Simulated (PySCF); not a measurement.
Compound: C3H10NOSi2 (doublet state).
Z-matrix (Å and degrees, GFN2-xTB geometry), rows numbered from 1:
```
C 
C   1  1.4787
C   2  1.4976  1  127.02
Si  3  1.9172  2   82.81  1   137.44
N   4  1.7169  3  120.83  2   112.96
Si  5  1.7397  4  127.67  3   -57.98
O   2  1.4069  1  117.93  3   136.01
H   1  1.0880  2  109.74  3  -179.07
H   1  1.0889  2  110.03  3    60.43
H   1  1.0993  2  111.87  3   -59.53
H   3  1.0897  2  113.44  1  -106.84
H   3  1.0899  2  114.37  1    17.70
H   4  1.4577  3  117.38  2  -106.85
H   5  1.0039  4  115.23  3   123.19
H   6  1.4636  5  109.09  4    51.46
H   6  1.4650  5  104.12  4   170.10
H   6  1.4632  5  110.65  4   -70.54
```

The hyperfine couplings belong to this conformer and change with its torsions.

Identity: `C[C]1C[Si@H](N[SiH3])O1` [radical].

Method: UKS B3LYP, pcH-1 on C H N O Si, non-relativistic, mean-field spin-orbit, GIAO in PySCF. The structure is a single GFN2-xTB conformer in the gas phase; no vibrational or solvent corrections. A GFN2-xTB geometry isn't a minimum of the functional, and hyperfine couplings can be far from their values at a DFT geometry. No stability test was run, so a lower SCF solution isn't excluded.

(1) The isotropic 13C couplings are +211.3, -15.1, -1.4 MHz. Assign them to C1; C2; C3.

Answers

(1) 
```json
{"site": "C1", "a_iso (MHz)": "-1.4", "ρ(0) (bohr⁻³)": "-0.0012", "position": "1 bond from C2", "distance from C2 (Å)": "1.48", "spin population": "-0.06", "largest |T| (MHz)": "4.7"}
{"site": "C2", "a_iso (MHz)": "+211.3", "ρ(0) (bohr⁻³)": "+0.1880", "position": "largest spin population", "distance from C2 (Å)": "0.00", "spin population": "+0.86", "largest |T| (MHz)": "154.2"}
{"site": "C3", "a_iso (MHz)": "-15.1", "ρ(0) (bohr⁻³)": "-0.0135", "position": "1 bond from C2", "distance from C2 (Å)": "1.50", "spin population": "-0.05", "largest |T| (MHz)": "4.2"}
```

ρ(0) is the spin density at the nucleus and T the dipolar tensor; a_iso includes a spin–orbit part; entries for several nuclei are means. The Mulliken spin populations are largest on C2 (+0.86), O7 (+0.09), H10 (+0.07) and C1 (-0.06). No atom but C2 exceeds +0.15. The angles at C2 add up to 348.0°, so it is slightly pyramidal.

Nuclei that the bonding pattern makes equivalent are averaged, as if the motion that swaps them (rotation, inversion, ring flip) were fast. The three 1H nuclei of mean +57.3 MHz run from 23.4 to 124.5 MHz in the frozen geometry.
